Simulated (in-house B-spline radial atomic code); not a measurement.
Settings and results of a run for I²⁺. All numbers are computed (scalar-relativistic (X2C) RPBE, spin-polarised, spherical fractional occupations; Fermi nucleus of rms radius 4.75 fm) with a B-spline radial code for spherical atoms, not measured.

Command:
```bash
python run_scf.py task.json out
```
Settings (nuclear radius in fm, mass in u):
```
Z                53
configuration    [Kr] 4d10 5s2 5p3
hamiltonian      x2c
method           rpbe,pbe
spin_polarised   True
nucleus          fermi
rms_radius       4.75
atomic_mass      126.90447
speed_of_light   137.035999084
```

Output (hartree, bohr):
```
 radial grid: 79 intervals, B-splines of order 8, outer radius 53.7037 bohr

 iter        energy (Eh)    residual
    1       -7109.275627    4.78e-01
    2       -7111.155321    3.37e-01
    3       -7114.499266    4.28e-02
    4       -7114.553430    1.48e-02
    5       -7114.555363    2.97e-03
    6       -7114.555581    1.14e-03
    7       -7114.555613    1.45e-04
    8       -7114.555614    2.32e-05
    9       -7114.555614    9.54e-07
   10       -7114.555614    4.83e-08

 total energy                     -7114.55561
 kinetic                            7542.5850
 electron-nucleus                 -17256.8268
 Hartree                            2782.3110
 exchange-correlation               -182.6248

 orbital      occ     eigenvalue          <r>       <r^2>       <1/r>       r_max
 1s up      1.000     -1210.5237    0.0266115 0.000969999     59.7271     0.01681
 1s down    1.000     -1210.5195    0.0266114 0.000969994     59.7273     0.01681
 2s up      1.000      -187.6795     0.116641   0.0161083     13.5963     0.09901
 2s down    1.000      -187.6777     0.116641   0.0161081     13.5962     0.09901
 2p up      3.000      -168.6443     0.102182    0.012761     12.5241     0.07916
 2p down    3.000      -168.6407     0.102183   0.0127611      12.524     0.07916
 3s up      1.000       -38.4880     0.313765    0.112663     4.79651      0.2858
 3s down    1.000       -38.4845     0.313756    0.112654      4.7965      0.2858
 3p up      3.000       -32.3043     0.311776    0.112837     4.46426      0.2794
 3p down    3.000       -32.3002     0.311765    0.112827      4.4643      0.2794
 3d up      5.000       -22.9852     0.288625   0.0985934     4.20071      0.2318
 3d down    5.000       -22.9813     0.288607   0.0985786     4.20087      0.2318
 4s up      1.000        -7.3744     0.740091     0.61894     1.91412       0.681
 4s down    1.000        -7.3662      0.74005    0.618667     1.91355      0.6813
 4p up      3.000        -5.4334     0.791802    0.714577     1.73301      0.7152
 4p down    3.000        -5.4251     0.791139    0.712874     1.73346      0.7155
 4d up      5.000        -2.5916     0.921218    0.993755     1.44167      0.7784
 4d down    5.000        -2.5772     0.915066    0.977838     1.44842      0.7783
 5s up      1.000        -1.3563      1.88079     3.96645    0.694422       1.687
 5s down    1.000        -1.2572      1.87326     3.95463    0.703075       1.661
 5p up      3.000        -0.9361      2.19574     5.43345    0.584576       1.939
```

Cost of the run: 0.3 s on 1 thread of Arm Neoverse V2 (shared host).

One-electron X2C: radii and densities carry no picture-change correction, so inner-shell <1/r> comes out high (for 1s by about 2 % at Z = 33, 5 % at 54, 10 % at 75, 30 % at 118) and <r> low.
